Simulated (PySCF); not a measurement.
**Mo²⁺: ionisation energy**

Mo²⁺ [Kr] 4d4 (5D) → Mo³⁺ [Kr] 4d3 (4F), as a difference of total energies. Calculation: PySCF 2.14, in def2-TZVPPD with the def2 core potential (28 electrons) (6s4p3d2f1g, 56 functions); a scalar-relativistic core potential. Correlated levels: valence: 4s2 4p6 frozen; valence and next inner shell: nothing frozen outside the core potential. The calculations carry no spin-orbit coupling.

```csv
method,ionisation energy (eV)
UHF,26.081
LDA,27.536
PBE,27.314
PBE0,27.241
r2SCAN,27.115
BP86,27.319
wB97M-V,26.996
B3LYP,27.161
CAM-B3LYP,27.114
MP2 (valence),26.605
SCS-MP2 (valence),26.256
MP2 (valence and next inner shell),27.040
SCS-MP2 (valence and next inner shell),26.723
```

Task: How much does correlation contribute at MP2 (valence and next inner shell)?

Result: 27.040 − (26.081) = 0.959 eV, measured against UHF.

The reference lies between the lowest fine-structure levels, while these numbers refer to the centres of the terms.

Errors of the correlated levels include the incompleteness of this basis and the frozen core.

For comparison: 27.13 ± 0.12 eV (semi-empirical (NIST evaluation); NIST Atomic Spectra Database, ionization energies).
